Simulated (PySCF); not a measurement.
# Dipole polarisabilities along group 13, charge +2

Calculated with PySCF 2.14 for the ground configurations, without spin-orbit coupling: coupled response for Hartree-Fock and DFT. Mean α in bohr³, C₆ of like pairs in atomic units.

```json
{"species": "B²⁺ [He] 2s1 (aug-cc-pVTZ with one added diffuse shell each of s, p, d, f type, non-relativistic)", "α UHF": "7.912", "α PBE": "6.970", "α PBE0": "7.185", "C₆ UHF": "11.11", "C₆ PBE": "9.257", "C₆ PBE0": "9.673"}
{"species": "Al²⁺ [Ne] 3s1 (aug-cc-pV(T+d)Z with one added diffuse shell each of s, p, d, f type, non-relativistic)", "α UHF": "15.35", "α PBE": "13.54", "α PBE0": "14.08", "C₆ UHF": "43.67", "C₆ PBE": "36.21", "C₆ PBE0": "38.37"}
{"species": "Ga²⁺ [Ar] 3d10 4s1 (aug-cc-pVTZ-PP with one added diffuse shell each of s, d, f type with ECP10MDF, ECP)", "α UHF": "12.10", "α PBE": "9.321", "α PBE0": "9.886", "C₆ UHF": "35.70", "C₆ PBE": "26.01", "C₆ PBE0": "27.82"}
{"species": "In²⁺ [Kr] 4d10 5s1 (aug-cc-pVTZ-PP with one added diffuse shell each of d, f type with ECP28MDF, ECP)", "α UHF": "17.48", "α PBE": "13.06", "α PBE0": "13.85", "C₆ UHF": "74.18", "C₆ PBE": "54.98", "C₆ PBE0": "58.04"}
{"species": "Tl²⁺ [Xe] 4f14 5d10 6s1 (aug-cc-pVTZ-PP with one added diffuse shell each of d, f type with ECP60MDF, ECP)", "α UHF": "14.63", "α PBE": "12.13", "α PBE0": "n/a", "C₆ UHF": "82.43", "C₆ PBE": "71.83", "C₆ PBE0": "n/a"}
```
